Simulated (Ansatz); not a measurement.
GaH2Et (C2H7Ga) was relaxed with PBE0-D4 (def2-SVP) in Ansatz in these states: charge +1 doublet, neutral singlet. The geometries follow in no particular order.

A:

```tsv
atom	x (Å)	y (Å)	z (Å)
Ga1	0.386	1.556	0.496
H2	1.877	2.011	0.251
H3	-0.736	2.659	0.600
C4	-0.064	-0.370	0.597
C5	-0.268	-0.989	-0.789
H6	-0.973	-0.498	1.206
H7	0.751	-0.894	1.125
H8	-0.511	-2.063	-0.726
H9	-1.095	-0.509	-1.340
H10	0.633	-0.903	-1.419
```

B:

```xyz
10

Ga    0.574   -0.827   -1.541
H    -0.712   -1.565   -1.963
H     1.959   -0.203   -1.799
C     0.203   -0.364    0.668
C    -0.578    0.889    0.642
H     1.258   -0.321    0.976
H    -0.320   -1.305    0.891
H    -0.787    1.142    1.709
H    -0.028    1.757    0.248
H    -1.569    0.796    0.170
```

Task: Judge from the bond lengths which geometry belongs to which state (an estimate).

Result: A is the neutral singlet (Ga1–C4 1.980 Å, C4–C5 1.532 Å, Ga1–H2 1.578 Å); B is the charge +1 doublet (Ga1–C4 2.288 Å, C4–C5 1.477 Å, Ga1–H2 1.541 Å).
